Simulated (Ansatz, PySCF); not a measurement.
hexane (C6H14), SMILES CCCCCC.

Geometry optimised at B3LYP-D3(BJ)/def2-SVP. Other conformers were not sampled.

Vertical ionisation energy (IE) and electron affinity (EA) in eV. Rows of orbital energies are one-electron estimates. Where ΔSCF, EOM or ADC give a negative EA the extra electron is unbound and the value depends on the basis.

| level | IE | EA |
|---|---|---|
| −ε(HOMO), −ε(LUMO), M06-2X/def2-TZVP (PySCF) | 9.92 | -1.82 |
| −ε(HOMO), −ε(LUMO), PBE/def2-TZVP (PySCF) | 7.33 | -0.42 |
| ΔSCF, CAM-B3LYP/def2-SVPD (Ansatz), final states of multiplicity 2 and 2 | 10.86 | -2.02 |
| ΔSCF, PBE/def2-SVPD (Ansatz), final states of multiplicity 2 and 2 | 9.99 | -1.65 |

**Question.** What vertical singlet–triplet gap does ΔSCF give with CAM-B3LYP/def2-SVPD (Ansatz, a program for electronic structure) and with PBE/def2-SVPD (Ansatz)? (An estimate is asked for; the answer gives what the named calculation found.)

**Answer.** 8.78 and 7.60 eV (triplet above singlet where positive).
